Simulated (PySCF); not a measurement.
ZrH₂, singlet: molecular constants

Level of theory: PBE0 in PySCF with Zr def2-TZVP with ECP28, H def2-TZVP; scalar-relativistic core potentials, no spin–orbit coupling; density-fitted integrals.

The structure is a minimum.

| Property | Result |
| --- | --- |
| Point group | C2v |
| Bond lengths | Zr–H 1.793 Å (×2) |
| Bond angles | H–Zr–H 73.4° |
| Enthalpy at 298.15 K above 0 K | 10.87 kJ/mol |
| Rotational constants | 7.29, 4.135, 2.639 cm⁻¹ |
| Dipole moment | 3.21 D |
| Principal quadrupole moments (Buckingham, traceless) about the centre of mass | -2.65, 1.12, 1.54 D Å |
| Entropy at 298.15 K and 1 bar | 229.9 J/(mol K) |
| Lowest empty level | -2.44 eV |
| Atomisation energy without zero-point energy | 471 kJ/mol |
| Rotational symmetry number | 2 |
| Zero-point energy | 23.1 kJ/mol |
| Highest occupied level | -4.62 eV |
| Heat capacity Cp at 298.15 K | 40.1 J/(mol K) |
| Principal polarisabilities | 114.6, 116.9, 125.2 bohr³ |

Harmonic modes (masses in u: Zr 89.905, H 1.008):
| symmetry | ω (cm⁻¹) | IR (km/mol) |
| --- | --- | --- |
| a1 | 352 | 1.6 |
| b2 | 1727 | 31.9 |
| a1 | 1787 | 164 |

In C2v the vibrations span 2a1 + b2. Here b1 is antisymmetric to the molecular plane and b2 lies in it.

Charges (e):
| atom | Mulliken | Löwdin | polar tensor | Mayer order to Zr1 |
| --- | --- | --- | --- | --- |
| Zr1 | 0.17 | 0.19 | 0.48 | – |
| H2,3 | -0.09 | -0.09 | -0.24 | 0.99 |

Mulliken populations on Zr1 (electrons outside its core potential): s 3.42, p 6.26, d 2.13, f 0.01.

Formally Zr is in oxidation state +2, d2, with 0 unpaired electrons (the high-spin count would be 2). The polar-tensor charge on Zr, 0.48, is far below the formal one.

Stability towards spin polarisation was not tested. This need not be the most stable arrangement of these atoms. At this level a triplet minimum of C2v symmetry lies 96 kJ/mol below this structure.

The final relaxation and frequency run took about 13 core-seconds on a shared host.
